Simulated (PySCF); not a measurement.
PySCF 2.14 output of a UHF calculation on a single atom or ion in cc-pVDZ-PP with ECP28MDF (4s4p3d1f, 38 functions), with scalar relativity through the core potential:

```
SCF conv_tol = 1e-09
number electrons alpha = 9  beta = 8
cycle= 1 E= -126.375940323119  delta_E= -0.00383  |g|= 0.0199  |ddm|= 0.0411
cycle= 2 E= -126.376127372609  delta_E= -0.000187  |g|= 0.00579  |ddm|= 0.012
cycle= 3 E= -126.376193630899  delta_E= -6.63e-05  |g|= 0.00327  |ddm|= 0.00901
cycle= 4 E= -126.376232102165  delta_E= -3.85e-05  |g|= 0.00194  |ddm|= 0.00886
cycle= 5 E= -126.376246501783  delta_E= -1.44e-05  |g|= 0.000623  |ddm|= 0.00763
cycle= 6 E= -126.376248161736  delta_E= -1.66e-06  |g|= 0.000243  |ddm|= 0.00246
cycle= 7 E= -126.376248439896  delta_E= -2.78e-07  |g|= 6.94e-05  |ddm|= 0.00102
cycle= 8 E= -126.376248457769  delta_E= -1.79e-08  |g|= 9.85e-06  |ddm|= 0.000279
cycle= 9 E= -126.376248457926  delta_E= -1.56e-10  |g|= 1.88e-06  |ddm|= 2.28e-05
converged SCF energy = -126.376248457926  <S^2> = 0.75581697  2S+1 = 2.0058085
```

The run itself started from symmetry-adapted Hartree-Fock orbitals and held the occupation by maximum overlap, so the iterations belong to that start.

Q: Which element, charge and spin multiplicity is this?

A: Pd⁺ (palladium, charge +1), multiplicity 2; the state was [Kr] 4d9, 2D determinant.

Energies and moments cover only the electrons outside the core potential.
